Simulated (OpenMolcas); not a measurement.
Consider Mn2+ and Mn2+ on neighbouring Zn sites of ZnS (host space group P63mc, cell from Materials Project; 4-coordinate sites, 1 bridging S, bridge angle 109.4°, metal-metal distance 3.81 Å, mean bond 2.33 Å), as a cluster of both ions and their first shells in 18 model-potential ions and 694 fitted point charges, unrelaxed.

```xyz
9

Mn     0.9522     1.6493     0.0000
Mn    -0.9522    -1.6493     0.0000
S     -0.9522     0.5498    -0.7794
S      0.9522    -2.7489    -0.7794
S      2.8567     0.5498    -0.7794
S     -0.9522    -1.6493     2.3386
S      0.9522     1.6493     2.3386
S     -2.8567    -2.7489    -0.7794
S      0.9522     3.8484    -0.7794
```

**Question.** Give the energies of the total-spin states at CASSCF(10,10) on the singly occupied d orbitals (ANO-RCC-VDZP on Mn and ANO-RCC-VDZ on S, scalar-relativistic DKH2, RICD, no spin-orbit coupling, OpenMolcas), and the exchange constant.

**Answer.** Local spins 5/2 and 5/2.

| total S | E (cm⁻¹) | natural occupations, lowest and highest |
|---|---|---|
| 5 | 125.0 | 1.000, 1.000 |
| 4 | 88.4 | 0.987, 1.013 |
| 3 | 55.4 | 0.976, 1.024 |
| 2 | 28.6 | 0.967, 1.033 |
| 1 | 9.7 | 0.961, 1.039 |
| 0 | 0.0 | 0.959, 1.042 |

J = -4.2 cm⁻¹ (antiferromagnetic); the ladder departs from the Heisenberg pattern by 5.4 cm⁻¹ at most.

J is defined by H = −2J S1·S2, so negative values are antiferromagnetic. Wave-function values come from the highest and lowest total spin; broken-symmetry values use Yamaguchi's formula with the computed ⟨S²⟩. The active space holds the singly occupied metal orbitals alone, without bridging-ligand orbitals. No row is a measured value. The host is partly covalent, so formal ionic charges are a crude embedding.
